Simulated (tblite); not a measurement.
Compound: C4H10BNO.
Cartesian coordinates in Å at the GFN2-xTB level; atoms count from 1:
```
atom  x, y, z in Å
C1    -3.1905    0.9907   -0.2714
C2    -2.0372    0.4019   -0.5237
C3    -1.3217   -0.5149    0.4271
O4     0.0589   -0.2630    0.4471
B5     0.9390   -0.9642   -0.3174
N6     2.2831   -0.5913   -0.2838
C7     2.8465    0.4973    0.4821
H8    -3.7043    0.8512    0.6659
H9    -3.6757    1.6265   -0.9919
H10   -1.5248    0.5515   -1.4648
H11   -1.7005   -0.3758    1.4467
H12   -1.5168   -1.5555    0.1218
H13    0.6091   -1.8789   -0.9887
H14    2.9704   -1.1081   -0.8083
H15    3.3663    1.2061   -0.1692
H16    3.5567    0.1284    1.2286
H17    2.0345    1.0100    0.9902
```

Calculated harmonic vibrations of the isolated species, GFN2-xTB (tblite), most abundant isotopes, no scaling. Against measured fundamentals such values can be off by several per cent, at times by over 20. Modes of hydrogen on boron can be 10 to 20 % off. One conformer, not necessarily the lowest.

Harmonic wavenumbers (cm⁻¹): 28.6, 51.7, 85.1, 133.9, 167.5, 288.0, 303.2, 332.3, 424.6, 557.3, 566.2, 641.5, 790.5, 895.0, 903.7, 941.4, 969.7, 997.5, 1023.6, 1065.6, 1116.2, 1127.8, 1131.6, 1188.7, 1232.5, 1265.5, 1307.7, 1326.6, 1402.9, 1413.3, 1448.8, 1453.6, 1481.3, 1499.8, 1715.4, 2519.3, 2837.4, 2916.8, 2927.3, 2951.8, 3052.9, 3065.1, 3098.4, 3125.9, 3472.2.

A = 7839, B = 1058, C = 1018 MHz; mass 99.086 u (most abundant isotopes); point group C1, symmetry number 1.

What is the zero-point energy?

½Σν̃ = 30623 cm⁻¹ = 366.33 kJ/mol.

Give the ideal-gas entropy at 350 K and 1 bar in the rigid-rotor, harmonic-oscillator model (classical rotation).

Translation 169.51, rotation 119.29, vibration 133.83: S = 422.6 J/(mol K).

And Cp and H(350 K) − H(0)?

Cp = 156.46 J/(mol K), of which vibrations give 123.20 (their classical limit is 45 R = 374.2); H(350 K) − H(0) = 34.18 kJ/mol without the zero-point energy, 22.54 from vibrations.

How do the functions run with temperature in this model?

```json
{"T (K)": "100", "S (J/(mol K))": "289.6", "Cp (J/(mol K))": "75.3", "H − H(0) (kJ/mol)": "5.61", "G − H(0) (kJ/mol)": "-23.36", "ln q(vib)": "2.37"}
{"T (K)": "200", "S (J/(mol K))": "351.1", "Cp (J/(mol K))": "105.2", "H − H(0) (kJ/mol)": "14.64", "G − H(0) (kJ/mol)": "-55.58", "ln q(vib)": "4.93"}
{"T (K)": "300", "S (J/(mol K))": "399.9", "Cp (J/(mol K))": "138.7", "H − H(0) (kJ/mol)": "26.80", "G − H(0) (kJ/mol)": "-93.18", "ln q(vib)": "7.24"}
{"T (K)": "500", "S (J/(mol K))": "486.9", "Cp (J/(mol K))": "205.0", "H − H(0) (kJ/mol)": "61.41", "G − H(0) (kJ/mol)": "-182.03", "ln q(vib)": "11.62"}
{"T (K)": "800", "S (J/(mol K))": "599.1", "Cp (J/(mol K))": "272.1", "H − H(0) (kJ/mol)": "133.84", "G − H(0) (kJ/mol)": "-345.45", "ln q(vib)": "17.89"}
{"T (K)": "1000", "S (J/(mol K))": "663.2", "Cp (J/(mol K))": "301.7", "H − H(0) (kJ/mol)": "191.37", "G − H(0) (kJ/mol)": "-471.81", "ln q(vib)": "21.81"}
```

q(vib) and H(0) count from the zero-point level.

What must be added to the electronic energy to get the Gibbs energy at 350 K and 1 bar?

ZPE + [H(350 K) − H(0)] − T·S = 366.33 + 34.18 − 147.92 = 252.59 kJ/mol.

Blend soft modes into free rotors: weight 1/[1 + (100 cm⁻¹/ν̃)⁴] for the oscillator and the rest for a rotor with moment μB/(μ + B), μ = h/(8π²ν), B = 10⁻⁴⁴ kg m². What vibrational entropy results?

117.07 J/(mol K) in place of 133.83, which changes −T·S at 350 K by +5.87 kJ/mol.

Hindered rotation and anharmonicity are outside this model. Other conformers, if any are populated, would add a mixing term that is left out. The structure is chiral; the term R ln 2 for an equal mix with its mirror image is left out.
